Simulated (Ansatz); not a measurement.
Ge12NH23⁻, a cluster cut from the lattice of germanium (1 of the caps NH2). Charge -1, multiplicity 2. Geometry PBE-D4/def2-SVP, that of the neutral singlet; atoms count from 1.

Cartesian coordinates in Å:
```
Ge 1.532 -0.280 3.814
Ge 0.671 2.575 -0.552
Ge 1.829 -3.651 1.601
Ge 0.936 -0.720 -2.850
Ge -0.792 -0.859 0.693
Ge -1.828 2.082 -3.633
Ge 2.034 -2.674 3.833
Ge 1.043 0.157 -0.571
Ge -0.729 0.068 2.955
Ge -1.602 3.022 -1.386
Ge -0.428 -3.276 0.745
Ge -1.319 -0.309 -3.693
N -2.121 4.818 -1.499
H 2.541 0.453 2.885
H 1.687 0.310 5.246
H 1.720 3.297 -1.452
H 0.860 3.113 0.899
H 2.850 -2.971 0.645
H 2.164 -5.171 1.651
H 1.979 -0.024 -3.771
H 1.242 -2.247 -2.842
H -2.138 -0.510 -0.012
H -0.819 2.813 -4.568
H -3.257 2.348 -4.191
H 3.457 -2.928 4.411
H 1.013 -3.379 4.772
H 2.391 -0.228 0.111
H -1.076 1.585 2.916
H -1.758 -0.639 3.884
H -2.127 5.271 -0.575
H -1.482 5.362 -2.093
H -2.624 2.360 -0.416
H -0.578 -3.867 -0.687
H -1.462 -3.982 1.670
H -1.474 -0.844 -5.146
H -2.334 -1.074 -2.796
```

Single mean-field runs in def2-SVP are fitted with def2-universal-jkfit. The highest occupied level of the charge -1 doublet lies above zero (up to 1.31 eV). Energy differences disagree on whether the electron is bound (positive means bound): -0.20 eV (vertical, against the charge 0 singlet, at PBE0-D4/def2-SVP), but 0.06 eV at PBE-D4/def2-SVP.

Question: Estimate the Mulliken populations of the heavy atoms from the PBE0/def2-SVP orbitals of Ansatz.

Answer: 
```csv
atom,charge (e),spin (α − β)
Ge1,0.04,0.05
Ge2,0.01,0.07
Ge3,0.05,0.04
Ge4,0.08,0.03
Ge5,-0.03,0.05
Ge6,0.07,0.00
Ge7,0.08,-0.01
Ge8,-0.03,0.07
Ge9,0.07,0.05
Ge10,0.18,0.20
Ge11,0.07,0.04
Ge12,0.04,0.06
N13,-0.39,0.03
```
Mulliken values depend strongly on the basis.

Question: Where does the spin sit?

Answer: Summed by element: Ge 0.65, N 0.03, H 0.32, of 1 unpaired in all. Largest on single atoms: Ge10 0.20, H27 0.09, H35 0.07.

Question: And the Mayer bond orders between heavy atoms (over 0.3)?

Answer: Ge1–Ge7 0.94 (2.45 Å); Ge1–Ge9 0.94 (2.44 Å); Ge2–Ge8 0.81 (2.45 Å); Ge2–Ge10 0.92 (2.46 Å); Ge3–Ge7 0.94 (2.45 Å); Ge3–Ge11 0.94 (2.44 Å); Ge4–Ge8 0.91 (2.44 Å); Ge4–Ge12 0.94 (2.44 Å); Ge5–Ge8 0.93 (2.45 Å); Ge5–Ge9 0.86 (2.44 Å); Ge5–Ge11 0.88 (2.44 Å); Ge6–Ge10 0.95 (2.45 Å); Ge6–Ge12 0.92 (2.45 Å); Ge10–N13 0.94 (1.87 Å).
